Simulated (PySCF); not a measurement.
## Excitation energy of P²⁺ by level of theory

P²⁺ [Ne] 3s2 3p1 (2P) → P²⁺ [Ne] 3s1 3p2 (4P), as a difference of total energies. All numbers are calculated (PySCF 2.14, scalar relativity by spin-free X2C-1e, in aug-cc-pCVTZ-DK with one added diffuse shell each of s, p, d, f type (9s8p6d4f, 91 functions)). Correlated levels: valence and next inner shell: 1s2 frozen. The calculations carry no spin-orbit coupling.

| method | excitation energy (eV) |
| --- | --- |
| UHF | 5.521 |
| MP2 (valence and next inner shell) | 6.696 |
| SCS-MP2 (valence and next inner shell) | 7.027 |
| CCSD (valence and next inner shell) | 6.955 |
| CCSD(T) (valence and next inner shell) | 7.012 |

Question: How much does correlation contribute at CCSD(T) (valence and next inner shell)?

Answer: 7.012 − (5.521) = 1.491 eV, measured against UHF.

A first-order spin-orbit estimate (lowest level to lowest level, LS coupling) adds 0.005 eV.
